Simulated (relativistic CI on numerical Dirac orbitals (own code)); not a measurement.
Sensitivity of the levels of As II to α and to the nuclear radius

Method of calculation: Dirac-Coulomb-Breit CI, KLI orbitals optimised for each configuration, valence Slater integrals scaled by 0.85, P86 correlation energy added to each configuration, derivatives by finite differences, QED left out (own radial code, finite nucleus).

Configurations in the expansion (outside the closed core [Ar] 3d10): 4s²4p², 4s4p³, 4s²4p5s, 4s²4p4d, 4s²4p4f, 4p⁴, 4s²4d², 4s²4p5p. Levels of other configurations are missing.

With x = (α/α₀)² − 1 an excitation energy changes as ω = ω₀ + qx; K = 2q/ω₀ is the relative enhancement. Terms are leading LS components, so labels can repeat. The field-shift factor is F = δν/δ⟨r²⟩ for the transition from the lowest level.

Lowest level 4s²4p² ³P0.

| Level | ω₀ (cm⁻¹) | q (cm⁻¹) | F (GHz/fm²) |
| --- | --- | --- | --- |
| 4s²4p² ³P1 | 1050.9 | 1327 | -0.00255 |
| 4s²4p² ³P2 | 2475.8 | 2645 | -0.00751 |
| 4s²4p² ¹D2 | 10958.5 | 2463 | 0.0186 |
| 4s²4p² ¹S0 | 18391.0 | 2938 | -0.142 |
| 4s4p³ ⁵S°2 | 50389.5 | 5928 | -3.48 |
| 4s4p³ ³D°1 | 74187.5 | 4947 | -2.56 |
| 4s4p³ ³D°2 | 74304.4 | 5036 | -2.57 |
| 4s4p³ ³D°3 | 74708.0 | 5637 | -2.59 |
| 4s²4p5s ³P°0 | 81852.7 | -238.4 | 1.18 |
| 4s²4p5s ³P°1 | 82275.8 | 25.89 | 1.15 |
| 4s4p³ ³P°2 | 83787.5 | 4164 | -0.984 |
| 4s4p³ ³P°1 | 84637.0 | 4785 | -1.85 |
| 4s4p³ ³P°0 | 84712.6 | 5017 | -2.07 |
| 4s²4p5s ³P°2 | 85326.3 | 2968 | 0.379 |
| 4s²4p5s ¹P°1 | 86339.8 | 2294 | 1.27 |
| 4s²4p4d ¹D°2 | 87525.5 | 3538 | -0.189 |
| 4s²4p4d ³F°2 | 91924.1 | 1551 | 0.679 |
| 4s²4p4d ³F°3 | 92630.5 | 1970 | 0.709 |
| 4s²4p4d ³F°4 | 93996.1 | 3489 | 0.713 |
| 4s²4p5p ³D1 | 98451.0 | -178.4 | 0.907 |
| 4s²4p5p ³D1 | 99875.7 | 638 | 0.903 |
| 4s²4p5p ³D2 | 99982.1 | 505 | 0.905 |
| 4s²4p5p ³P0 | 101100.3 | 198.8 | 0.903 |

Correlation outside the listed configurations is missing or only estimated: errors of thousands of cm⁻¹ between configurations and terms are usual at this charge. Rates and lifetimes follow the computed energies and can be off by large factors. The fine structure of a lone outer electron comes out too small, for d and f at times inverted, and misplaced configurations move strength between like terms.

(1) Which transition from the lowest level has the largest |K|?

Answers

(1) 4s²4p² ³P1 at 1050.9 cm⁻¹, K = 2.53.
